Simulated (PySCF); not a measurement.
Computed IR spectrum (relative IR intensity) of a molecule C5H8. Coordinates come from a PBE-D3(BJ)/def2-SVP optimisation. Other conformers were not sampled. Method: PBE-D3(BJ)/def2-SVP (PySCF). Harmonic, unscaled wavenumbers; measured fundamentals usually lie a few per cent lower.

```json
[
 {"ν (cm⁻¹)": "265", "relative intensity": "2.6"},
 {"ν (cm⁻¹)": "303", "relative intensity": "2.2"},
 {"ν (cm⁻¹)": "437", "relative intensity": "2.5"},
 {"ν (cm⁻¹)": "658", "relative intensity": "13"},
 {"ν (cm⁻¹)": "804", "relative intensity": "9.1"},
 {"ν (cm⁻¹)": "807", "relative intensity": "2.2"},
 {"ν (cm⁻¹)": "871", "relative intensity": "100"},
 {"ν (cm⁻¹)": "954", "relative intensity": "85"},
 {"ν (cm⁻¹)": "964", "relative intensity": "18"},
 {"ν (cm⁻¹)": "982", "relative intensity": "12"},
 {"ν (cm⁻¹)": "1012", "relative intensity": "4.4"},
 {"ν (cm⁻¹)": "1019", "relative intensity": "14"},
 {"ν (cm⁻¹)": "1077", "relative intensity": "6.0"},
 {"ν (cm⁻¹)": "1191", "relative intensity": "2.1"},
 {"ν (cm⁻¹)": "1195", "relative intensity": "9.5"},
 {"ν (cm⁻¹)": "1259", "relative intensity": "6.4"},
 {"ν (cm⁻¹)": "1305", "relative intensity": "2.3"},
 {"ν (cm⁻¹)": "1385", "relative intensity": "5.4"},
 {"ν (cm⁻¹)": "1440", "relative intensity": "2.2"},
 {"ν (cm⁻¹)": "1670", "relative intensity": "77"},
 {"ν (cm⁻¹)": "3053", "relative intensity": "22"},
 {"ν (cm⁻¹)": "3061", "relative intensity": "33"},
 {"ν (cm⁻¹)": "3064", "relative intensity": "20"},
 {"ν (cm⁻¹)": "3074", "relative intensity": "6.0"},
 {"ν (cm⁻¹)": "3083", "relative intensity": "21"},
 {"ν (cm⁻¹)": "3162", "relative intensity": "19"},
 {"ν (cm⁻¹)": "3172", "relative intensity": "22"}
]
```

Problem. Which molecule gave these data?
A) CC#CCC
B) C=CC1CC1
C) CC=C=CC
D) CC1=CCC1

Solution. B, C=CC1CC1
